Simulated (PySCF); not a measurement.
**Assigning NMR signals**

Mapped SMILES: `[Cl:1][CH:2]1[CH2:3][CH2:4][CH2:5][CH2:6][CH2:7]1`. Hydrogens are named by the atom that carries them. Ha(C3), Ha(C4), Ha(C5), Ha(C6), Ha(C7) are cis to Cl1 on the ring; Hb(C3), Hb(C4), Hb(C5), Hb(C6), Hb(C7) are trans to Cl1 on the ring.

Theory: structure optimised with GFN2-xTB, shieldings: GIAO PBE0/pcSseg-1, in PySCF 2.14 (non-relativistic, one conformer, fast rotation and ring inversion assumed for equivalent nuclei, no solvent model).

Referencing at the same level of theory: ¹³C, ¹H vs TMS.

Question: Assign these signals to the numbered atoms. ¹³C{¹H} NMR (computed): δ 63.8 (CH), 38.0 (CH2), 30.0 (CH2), 23.5 (CH2).

Answer: 
63.8 → C2, sp3 CH bonded to Cl: the inductive effect lowers its shielding
38.0 → C3/C7, sp3 CH2 in a ring: saturated and bonded to C and H only
30.0 → C5, sp3 CH2 in a ring
23.5 → C4/C6, sp3 CH2 in a ring

Question: Assign these signals to the numbered atoms. ¹H NMR (400 MHz, computed): δ 4.37 (m, 1H), 2.09 (m, 2H), 1.98 (m, 2H), 1.76 (m, 1H), 1.58 (m, 2H), 1.45 (m, 2H), 1.10 (m, 1H).

Answer: 
| δ (ppm) | atoms | environment | reason |
| --- | --- | --- | --- |
| 4.37 | H(C2) | hydrogen on an sp3 CH bonded to Cl | its carbon carries Cl, an electronegative neighbour |
| 2.09 | Ha(C4)/Ha(C6) | hydrogen on an sp3 CH2 in a ring | – |
| 1.98 | Ha(C3)/Ha(C7) | hydrogen on an sp3 CH2 in a ring | – |
| 1.76 | Ha(C5) | hydrogen on an sp3 CH2 in a ring | far from electronegative atoms and π systems |
| 1.58 | Hb(C3)/Hb(C7) | hydrogen on an sp3 CH2 in a ring | – |
| 1.45 | Hb(C4)/Hb(C6) | hydrogen on an sp3 CH2 in a ring | far from electronegative atoms and π systems |
| 1.10 | Hb(C5) | hydrogen on an sp3 CH2 in a ring | – |

Ha(C4)/Ha(C6) and Ha(C3)/Ha(C7) lie closer than the usual error of such a calculation, so a measured spectrum could show them in the other order.

Carbons that carry Cl, above all several Cl atoms, come out too deshielded, partly because spin–orbit coupling is missing. Shifts are as computed. Against solution values, carbons near 30 ppm lie about +3 ppm off and those near 130 ppm about +5 ppm. Of 246 compounds with measured shifts, 49 miss one by over three times the rms of a fit or turn the order of signals round; such compounds aren't used in these exercises. No couplings were computed; multiplicities are counted from neighbouring protons, with m where these are inequivalent, close in shift, in a saturated or five-membered ring or joined by F or P, and br s for small geminal =CH2 splittings.
